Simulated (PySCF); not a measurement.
ClH4NOSi, SMILES [SiH](N)(Cl)O. Coordinates come from a PBE0-D3(BJ)/def2-SVP optimisation. The values are those of a single conformer.

Problem. Give the equilibrium geometry at PBE0-D3(BJ)/def2-SVP (PySCF confirms it by a frequency run) as bond lengths and angles. (An estimate is asked for; the answer gives what the named calculation found.)

Solution. This is not unique; one that fits is 
Atoms: Si1 N2 O3 Cl4 H5 H6 H7 H8. Bond lengths (Å): Si1–N2 1.698, Si1–O3 1.653, Si1–Cl4 2.092, Si1–H5 1.482, N2–H6 1.012, N2–H7 1.013, O3–H8 0.962. Angles (°): N2–Si1–O3 107.5, N2–Si1–Cl4 115.4, N2–Si1–H5 108.2, O3–Si1–Cl4 105.3, O3–Si1–H5 115.2, Cl4–Si1–H5 105.5, Si1–N2–H6 121.0, Si1–N2–H7 121.5, H6–N2–H7 112.5, Si1–O3–H8 115.3.
